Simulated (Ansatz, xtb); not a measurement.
## Relative energy of two isomers of C5H3BrFN

Structure a: `Fc1ncccc1Br`, a singlet. Structure b: `Fc1ccc(Br)cn1`, a singlet. Both are isolated molecules in the gas phase, relaxed with PBE0-D3(BJ)/def2-SVP.

Energies in hartree; the thermal terms are from GFN2-xTB frequencies at re-optimised GFN2-xTB minima (ideal gas, soft modes damped towards free rotors, one conformer each, 298.15 K, 1 atm) and include the zero-point energy:

```
                               a            b
E, CCSD(T)/def2-SVP  −2918.079513  −2918.081070
    E, MP2/def2-SVP  −2918.008346  −2918.009944
  E, MP2/def2-TZVPP  −2919.004461  −2919.006458
  zero-point energy      0.067755      0.067710
       H(298 K) − E      0.075417      0.075345
       G(298 K) − E      0.035341      0.035348
```

Task: Correct the CCSD(T) difference for the basis set by the MP2 change, then work out ΔE, ΔE₀, ΔH and ΔG for a → b in kcal/mol (1 Eh = 627.51 kcal/mol) and the equilibrium ratio [b]/[a].

Result: 1. Differences b − a: CCSD(T) −0.001557, MP2 in the small set −0.001598, MP2 in the large set −0.001997 Eh.
2. ΔE = −0.001557 + (−0.001997 − (−0.001598)) = −0.001956 Eh = −1.23 kcal/mol.
3. ΔE₀ = ΔE + ΔZPE = −0.001956 + (−0.000045) Eh = −1.26 kcal/mol.
4. ΔH = ΔE + (−0.000072) Eh = −1.27 kcal/mol.
5. ΔG = ΔE + (+0.000007) Eh = −1.22 kcal/mol, so ΔS = (ΔH − ΔG)/T = −0.7 J/(mol K).
6. kT = 0.9442 mEh, so K = [b]/[a] = exp(−ΔG/kT) = exp(+2.06) ≈ 7.9.

The sums favour b, but ΔE leans on the basis-set step (CCSD(T) alone has the other sign or is under 1 kcal/mol), so the order isn't settled. An error of 1 kcal/mol in ΔG would change K by a factor of 5.4. Mirror images and further conformers aren't counted.

As drawn, both hold the same kinds of bond in the same numbers.

Other levels gave ΔE = −2.4 (GFN2-xTB); −0.4 (HF/STO-3G, GFN2-xTB geometries); −0.6 (r2SCAN-D4/def2-SVP, GFN2-xTB geometries); −0.8 (PBE0-D3(BJ)/def2-SVP); −1.5 (HF/def2-SVP); −1.0 (MP2/def2-SVP); −1.0 (CCSD(T)/def2-SVP) kcal/mol. The correlated steps freeze 16 core orbitals; the filled d shell of Br is correlated, in a basis made for valence electrons. Programs: Ansatz 0.2.0, xtb 6.7.1.
